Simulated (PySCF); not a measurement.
CH₈AlNO₂Si, SMILES [N](C)([Al]([OH])[OH])[SiH3].

Coordinates come from a PBE0-D3(BJ)/def2-SVP optimisation. The structure was generated by enumeration; whether it is a known compound was not checked. The values are those of a single conformer.

Two levels are set side by side: TDA-PBE/def2-SVPD (PySCF) and TDA-B3LYP/def2-SVPD (PySCF). Vertical, same geometry. The lowest singlet is HOMO→LUMO 100 % with PBE and HOMO→LUMO 98 % with the other functional; states are paired by order. Differences are taken from unrounded values.

| quantity | TDA-B3LYP |
|---|---|
| lowest singlet excitation (eV) | 4.98 |
| lowest triplet excitation (TDA) (eV) | 4.78 |
| first bright state (f over 0.05) (eV) | 7.09 |
| its oscillator strength | 0.14 |

Question: What does TDA-PBE give, and how far is it from TDA-B3LYP? (Estimate from the structure and the level; the computed values follow.)

Answer: 
```tsv
quantity	TDA-PBE	TDA-PBE minus TDA-B3LYP
lowest singlet excitation (eV)	4.39	-0.59
lowest triplet excitation (TDA) (eV)	4.21	-0.56
first bright state (f over 0.05) (eV)	6.43	-0.65
its oscillator strength	0.15	0.01
```

Functionals without exact exchange tend to place singlet excitations lower, as here. Differences between two approximate levels are no errors against the true value.

Rough cost on one machine, each run with all the roots and properties that it gave: TDA-B3LYP against TDA-PBE about 2 times.
